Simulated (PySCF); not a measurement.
Sn(2+) (tin, charge +2) across methods

[Kr] 4d10 5s1 6s1, high-spin 3S determinant (an excited configuration). Computed with PySCF 2.14 in aug-cc-pwCVTZ-PP with ECP28MDF (8s7p6d4f1g, 96 functions), with a scalar-relativistic core potential.

| method | E (hartree) | mean ε 4d β (eV) | mean ε 5s α (eV) | mean ε 6s α (eV) | Σ⟨r²⟩ (bohr²) | ⟨S²⟩ |
| --- | --- | --- | --- | --- | --- | --- |
| LDA | -212.4596 | -48.330 | -31.013 | -11.664 | 50.43 | 2.000 |
| B3LYP | -212.8951 | -50.488 | -31.514 | -11.879 | 50.85 | 2.000 |
| BHandHLYP | -212.7731 | -53.706 | -32.511 | -12.182 | 51.44 | 2.000 |
| wB97X | -212.8656 | -53.508 | -33.584 | -13.202 | 51.45 | 2.000 |
| UHF | -212.00522 | -58.292 | -33.764 | -12.806 | 52.82 | 2.001 |
| PBE0 | -212.8425 | -51.002 | -31.484 | -12.073 | 50.92 | 2.000 |
| r2SCAN | -212.9009 | -48.859 | -30.597 | -11.603 | 50.82 | 2.001 |
| PBE | -212.8277 | -48.173 | -30.513 | -11.688 | 50.59 | 2.000 |

(1) Estimate the same row for TPSS.

Energies and moments cover only the electrons outside the core potential. The outer electron is Rydberg-like, and this basis confines it to a smaller radius and binds it less than a complete one would.

Results:

(1) E (hartree) = -212.7496; mean ε 4d β (eV) = -48.194; mean ε 5s α (eV) = -30.227; mean ε 6s α (eV) = -11.663; Σ⟨r²⟩ (bohr²) = 50.64; ⟨S²⟩ = 2.001.
